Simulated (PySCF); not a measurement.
# Successive ionisation energies of xenon

Calculated with PySCF 2.14, two-component X2C-1e (Gaussian nucleus, no Breit or QED terms), each ion in its own even-tempered basis; GMP2 freezes the deep shells of the larger ions and drops the highest virtual spinors; eV.

```
  ion  configuration  GHF (spin-free)  GHF (screened spin-orbit)  GMP2 (screened spin-orbit)          NIST            kind
Xe⁴¹⁺   [Ne] 3s2 3p1           3012.3                     3070.7                      3070.9      3068 ± 4     theoretical
Xe⁴²⁺       [Ne] 3s2           3244.1                     3244.0                      3247.5      3243 ± 4     theoretical
Xe⁴³⁺       [Ne] 3s1           3334.0                     3333.9                      3334.6  3333.8 ± 0.5  semi-empirical
Xe⁴⁴⁺           [Ne]           7771.0                     7666.1                      7667.6      7660 ± 4     theoretical
Xe⁴⁵⁺   [He] 2s2 2p5           7995.6                     7896.4                      7897.9      7889 ± 4     theoretical
Xe⁴⁶⁺   [He] 2s2 2p4           8222.9                     8150.0                      8149.8      8144 ± 4     theoretical
Xe⁴⁷⁺   [He] 2s2 2p3           8527.9                     8387.9                      8387.5      8382 ± 4     theoretical
Xe⁴⁸⁺   [He] 2s2 2p2           8761.6                     8980.3                      8982.6      8971 ± 4     theoretical
Xe⁴⁹⁺   [He] 2s2 2p1           8998.3                     9251.0                      9249.2      9243 ± 4     theoretical
Xe⁵⁰⁺       [He] 2s2           9589.9                     9589.9                      9596.2      9581 ± 4     theoretical
Xe⁵¹⁺       [He] 2s1           9818.9                     9818.9                      9819.1        9810.4     theoretical
Xe⁵²⁺            1s2          40341.7                    40341.7                     40343.2       40271.7     theoretical
```

(1) Where is the largest relative jump?

Results:

(1) From Xe⁵¹⁺ to Xe⁵²⁺: 9819.1 to 40343.2 eV, where the electron removed from 1s2 comes from a deeper shell or subshell.
